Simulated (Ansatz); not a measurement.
`NCC[CH2][AlH2]` + H–F → `NCCCF` + `[AlH3]`  (substitution at a C–Al bond)

Computed with Ansatz on PBE0-D4/def2-TZVP structures; ΔE is electronic, products minus reactants. CCSD(T)/CBS adds triple-zeta CCSD(T) − MP2 to the extrapolated MP2 energy (def2 sets, frozen cores). This one scheme is used for every species. Each species was taken in one conformer, which may not be the lowest.

| species | CCSD/def2-TZVPP energy (Eh) |
| --- | --- |
| `NCC[CH2][AlH2]` | -416.72505 |
| H–F | -100.33828 |
| `NCCCF` | -273.27955 |
| `[AlH3]` | -243.75918 |

**Question.** Work out ΔE.

**Answer.** ΔE = (-273.27955) + (-243.75918) − (-416.72505) − (-100.33828) = 0.02460 Eh = +64.6 kJ/mol. CCSD(T)/CBS gives +75.1 kJ/mol.

Largest T1 diagnostic among the species: 0.010.

In def2-TZVPP, CCSD(T) changes the Hartree–Fock value by +41.3 kJ/mol (the triples alone add +5.1 kJ/mol) and MP2 by +53.6 kJ/mol. The D4 term adds +11.0 kJ/mol with B3LYP and +6.1 kJ/mol with PBE0; it sums over pairs of atoms, weighted by their polarisabilities, and B3LYP, whose exchange is more repulsive, gets the larger term.

B3LYP here is the variant with VWN-RPA as its local correlation; programs differ in this.
